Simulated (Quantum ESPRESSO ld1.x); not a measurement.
Results of a calculation; reference values are marked as such.
Sm2+, configuration [Xe] 4f6. Level of theory: scalar-relativistic Kohn-Sham, LDA (Slater exchange, Perdew-Zunger correlation), spin-polarised, spherical densities, point nucleus; open shells are filled with parallel spins first (ld1.x of Quantum ESPRESSO 7.5). Some entries of the table are withheld. Estimate them.

orbital  occ.  eigenvalue (hartree)  <r> (bohr)  r(max) (bohr)
1s down     1              -1714.27     0.02276        0.01450
1s up       1              -1714.26     0.02276        0.01450
2s up       1              -280.550     0.09707        0.08222
2s down     1              -280.547     0.09707        0.08222
2p up       3              -250.421     0.08550        0.06636
2p down     3              -250.419     0.08550        0.06636
3s up       1              -61.8316      0.2553         0.2339
3s down     1              -61.7619      0.2552         0.2338
3p up       3              -52.4129      0.2536         0.2292
3p down     3              -52.3438      0.2534         0.2291
3d up       5              -39.6263      0.2312         0.1876
3d down     5              -39.5721      0.2309         0.1875
4s up       1              -12.7070      0.5797         0.5396
4s down     1              -12.5425      0.5796         0.5393
4p up       3              -9.61088      0.6139         0.5632
4p down     3              -9.44708      0.6139         0.5629
4d up       5              -5.26664      0.6714         0.5877
4d down     5              -5.10500      0.6722         0.5874
5s up       1              -2.12208       1.400            (1)
5s down     1              -2.03056       1.419            (2)
5p up       3              -1.37420       1.636          1.425
5p down     3              -1.30444       1.669          1.445
4f up       6              -0.63201         (3)         0.6132
4f down     0              -0.49460         (4)         0.6166

Answer. 
(1) 5s up r(max) (bohr): 1.255
(2) 5s down r(max) (bohr): 1.266
(3) 4f up <r> (bohr): 0.9735
(4) 4f down <r> (bohr): 1.045
